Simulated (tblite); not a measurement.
Isomers of C6H13NSSi. Computed values, GFN2-xTB/tblite, gas phase, harmonic and unscaled. The method is semi-empirical: single wavenumbers can be off by several per cent or more. Modes of hydrogen on silicon can be 10 to 20 % off. One conformer each.

Electronic energies: GFN2-xTB at the same geometries; isomer energies are rough at this level and their order can be wrong.

| SMILES | electronic energy, lowest = 0 (kJ/mol) |
| --- | --- |
| C=N[SiH2][C@H]1C[C@@H](SC)C1 | 58.7 |
| [H]/N=C(\CCS[SiH3])C1CC1 | 0.0 |
| C=N[SiH2][C@H](C)CC(C)=S | 42.6 |

Task: How do GFN2-xTB zero-point energies change the relative energies?

Result: 
```tsv
SMILES	ZPE (kJ/mol)	of it from modes above 1550 cm⁻¹	electronic (kJ/mol)	with ZPE, lowest = 0 (kJ/mol)	lowest mode (cm⁻¹)	rings
[H]/N=C(\CCS[SiH3])C1CC1	455.7	235.6	0.0	0.0	28	1
C=N[SiH2][C@H](C)CC(C)=S	455.2	233.7	42.6	42.1	37	0
C=N[SiH2][C@H]1C[C@@H](SC)C1	455.3	233.9	58.7	58.3	7	1
```

The zero-point energies span 0.5 kJ/mol, from `C=N[SiH2][C@H](C)CC(C)=S` to `[H]/N=C(\CCS[SiH3])C1CC1`. The order is unchanged.
